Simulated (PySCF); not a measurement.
**Correlation energy of Mg (magnesium, neutral)**

[Ne] 3p2, high-spin 3P determinant (an excited configuration). All numbers are calculated (PySCF 2.14, the non-relativistic Hamiltonian (point nucleus), in aug-cc-pVQZ). Frozen: [Ne]; 2 electrons correlated.

With two correlated electrons CCSD is exact within the correlated space (frozen core and kept virtual orbitals).

```tsv
level	correlation energy (mhartree)
CCSD	-8.59
```

Diagnostics: T1 = 0.0034, D1 = 0.0049, largest double amplitude 0.077.

Cost of the coupled-cluster step: of the order of 6 core-seconds, for 2 correlated electrons.

Iterations:

```
CC2 = 0
CCSD nocc = (np.int64(2), np.int64(0)), nmo = (79, 79)
frozen orbitals [[0, 1, 2, 3, 4], [0, 1, 2, 3, 4]]
max_cycle = 100
direct = 0
conv_tol = 1e-08
conv_tol_normt = 1e-06
diis_space = 8
diis_start_cycle = 0
Init t2, MP2 energy = -0.00520019412045639
Init E_corr(UCCSD) = -0.00520019412266837
cycle = 1  E_corr(UCCSD) = -0.00707321931897368  dE = -0.0018730252  norm(t1,t2) = 0.0349348
cycle = 2  E_corr(UCCSD) = -0.00787398170843918  dE = -0.000800762389  norm(t1,t2) = 0.0166547
cycle = 3  E_corr(UCCSD) = -0.00859566169656119  dE = -0.000721679988  norm(t1,t2) = 0.00826309
cycle = 4  E_corr(UCCSD) = -0.00859254304862104  dE = 3.11864794e-06  norm(t1,t2) = 0.000681621
cycle = 5  E_corr(UCCSD) = -0.00859477672596355  dE = -2.23367734e-06  norm(t1,t2) = 0.000127385
cycle = 6  E_corr(UCCSD) = -0.0085932844270696  dE = 1.49229889e-06  norm(t1,t2) = 2.20263e-05
cycle = 7  E_corr(UCCSD) = -0.00859380269516541  dE = -5.18268096e-07  norm(t1,t2) = 5.54635e-06
cycle = 8  E_corr(UCCSD) = -0.00859365170632659  dE = 1.50988839e-07  norm(t1,t2) = 1.84276e-06
cycle = 9  E_corr(UCCSD) = -0.00859368367428605  dE = -3.19679595e-08  norm(t1,t2) = 4.00491e-07
cycle = 10  E_corr(UCCSD) = -0.00859368604843155  dE = -2.3741455e-09  norm(t1,t2) = 3.49923e-08
UCCSD converged
E(UCCSD) = -199.3924031637009  E_corr = -0.008593686048431547
```
